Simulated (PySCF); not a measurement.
Mo(NH)(S)(Cl)(NH2) (ClH3MoN2S), SMILES [NH]=[Mo]([NH2])(=[S])[Cl], multiplicity 1. The structure is a stationary point at B3LYP-D3(BJ)/def2-SVP. The spin state was assumed, not searched. The structure was generated by enumeration; whether it is a known compound was not checked. The def2 effective core potentials stand for the cores of Mo; spin–orbit coupling is left out. One conformer was computed; it need not be the lowest.

Computed equilibrium geometry at B3LYP-D3(BJ)/def2-SVP (PySCF confirms it by a frequency run) as a Z-matrix (one conformer of several):
```
Mo
N 1 1.7249
H 2 1.0214 1 151.44
N 1 1.9209 2 105.65 3 128.39
H 4 1.0177 1 124.47 2 11.79
H 4 1.0192 5 111.62 1 169.14
S 1 2.1274 2 111.06 3 9.59
Cl 1 2.3051 2 108.99 3 -112.05
```
Charge 0, spin multiplicity 1.
